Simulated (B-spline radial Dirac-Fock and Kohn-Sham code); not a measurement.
**Run log: Ga³⁺**

ΔSCF core binding energies without Breit or QED terms, calculated with a B-spline atomic structure program. Keys: rel is the Hamiltonian (dirac, or spin-free x2c and nr, where L3 and M5 stand for the whole 2p and 3d shells), method is hf or an exchange,correlation pair (spin-unpolarised, also for the hole states), nuc the nuclear model, radius_factor scales its radius, rmax is the box in bohr, h the logarithmic mesh step, order the B-spline order, points the quadrature points per cell, c_factor scales the speed of light, and damp, ndamp, maxit and tol steer the iteration. The run stops when the commutator error falls below 10·tol·max(1, Z/10), or the numerical noise floor, and the energy has settled to about 1e-8 Ha; the virial ratio is −V/T.

Input (task.json):

```json
{"items": [{"Z": 31, "q": 3, "cfg": [[1, 0, 2], [2, 0, 2], [2, 1, 6], [3, 0, 2], [3, 1, 6], [3, 2, 10]], "A": 69, "rrms": 3.9973, "do": "settings", "holes": ["K", "L3", "M5"],
  "settings": [{"rel": "dirac", "method": "hf", "nuc": "fermi", "radius_factor": 1.0, "rmax": 45.0, "h": 0.3, "order": 8, "points": 10, "c_factor": 0.0855, "maxit": 78, "damp": 0.5, "ndamp": 3, "tol": 1e-08}]}]}
```

Command: `python xray2_run.py task.json out`

The program stops without a result: IndexError: index 0 is out of bounds for axis 0 with size 0.

Question: One setting is unsound. Which, and why?

Answer: c_factor makes c so small that Zα exceeds 1, so any numbers that come out have no meaning. With the default settings (Dirac Hartree-Fock): The ground state converged in 10 iterations, with total energy -1940.58530 Ha, virial ratio 1.98004 and highest orbital energy -64.83 eV. ΔSCF binding energies: K (1s) 10433.3 eV, L3 (2p3/2) 1162.7 eV, M5 (3d5/2) 60.75 eV.
